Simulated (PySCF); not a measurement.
CH4AlCl2N. Atoms are numbered in the order given.

```xyz
9

Al     0.0810    -0.1538     0.0000
Cl     0.7337    -2.1472     0.0000
Cl    -1.9700     0.2932     0.0000
N      1.2567     1.1551     0.0000
C      1.0170     2.5904     0.0000
H      2.2472     0.9236     0.0000
H      1.4415     3.0873    -0.8918
H      1.4415     3.0873     0.8918
H     -0.0652     2.7912     0.0000
```

Geometry: B3LYP-D3(BJ)/def2-SVP. The structure was generated by enumeration; whether it is a known compound was not checked. The values are those of a single conformer.

All values below come from B3LYP/pcSseg-1 run with PySCF.

GIAO shieldings, no solvent; atoms listed in one row are averaged. δ = σ(ref) − σ: ³⁵Cl against HCl (σ = 933.3 ppm); ¹⁵N against NH3 (σ = 265.5 ppm); ¹³C against TMS (σ = 181.3 ppm); ¹H against TMS (σ = 31.68 ppm), references at their B3LYP-D3(BJ)/def2-TZVP geometries, non-relativistic (without spin–orbit terms, shifts of atoms bonded to Cl or Br come out too high).

Computed chemical shifts:
```csv
nucleus,atoms,count,δ (ppm)
³⁵Cl,Cl2,1,-33.0
³⁵Cl,Cl3,1,-43.6
¹⁵N,N4,1,50.5
¹³C,C5,1,35.1
¹H,"H7, H8, H9",3,3.08
¹H,H6,1,1.20
```
